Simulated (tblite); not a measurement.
Species: C6H12OSi.
Numbering: `[CH2:1]=[CH:2][CH2:3][O:4][SiH2:5][C:6](=[CH2:7])[CH3:8]` (hydrogens: H9, H10 on C1; H11 on C2; H12, H13 on C3; H14, H15 on Si5; H16, H17 on C7; H18, H19, H20 on C8)

Structure optimised with GFN2-xTB, isolated species.

(1) What internal coordinates does the optimisation give?

Answers

(1) 
| bond | length (pm) | order |
| --- | --- | --- |
| C1=C2 | 131.9 | double |
| C2–C3 | 149.7 | single |
| C3–O4 | 139.9 | single |
| O4–Si5 | 162.0 | single |
| Si5–C6 | 188.0 | single |
| C6=C7 | 132.6 | double |
| C6–C8 | 149.7 | single |
| C1–H9 | 107.8 | single |
| C1–H10 | 107.6 | single |
| C2–H11 | 108.1 | single |
| C3–H12, C3–H13 | 109.7 | single |
| Si5–H14, Si5–H15 | 147.1 | single |
| C7–H16 | 107.6 | single |
| C7–H17 | 108.1 | single |
| C8–H18, C8–H19, C8–H20 | 108.9 | single |

Bonds in one row agree within 1 pm and their mean is given. Orders are formal, as drawn. A selection of angles:
| angle | degrees |
| --- | --- |
| C1–C2–C3 | 124.5 |
| C2–C3–O4 | 111.8 |
| C3–O4–Si5 | 127.1 |
| O4–Si5–C6 | 103.7 |
| Si5–C6–C7 | 123.8 |
| Si5–C6–C8 | 114.8 |
| C7–C6–C8 | 121.5 |

Torsions: C1–C2–C3–O4 130° (anticlinal); C2–C3–O4–Si5 -68° (synclinal); C3–O4–Si5–C6 177° (antiperiplanar); O4–Si5–C6–C7 -3° (synperiplanar). The mirror-image conformer, all signs reversed, is as good.

Of the pairs four or more bonds apart, O4···H16 is among the closest relative to their van der Waals radii: 2.60 Å, 96 % of the sum of Bondi's values. The 4 C–C bonds span 1.319 Å (C1=C2, drawn double) to 1.497 Å (C6–C8, drawn single), a spread of 0.178 Å. O4 (silyl ether oxygen) is bent (angle 127.1°). Si5 (oxygen-bound silicon) is distorted tetrahedral (angles from 103.7° to 112.1°).

Point group: C1 (no symmetry element, even within 0.4 Å). Its GFN2-xTB frequencies are all real (lowest 25 cm⁻¹). One conformer, not necessarily the lowest. 3 starts were optimised and ended at 0.00, 1.62 and 2.38 kcal/mol (GFN2-xTB); the lowest of these is shown.

The numbers are calculated, not measured.
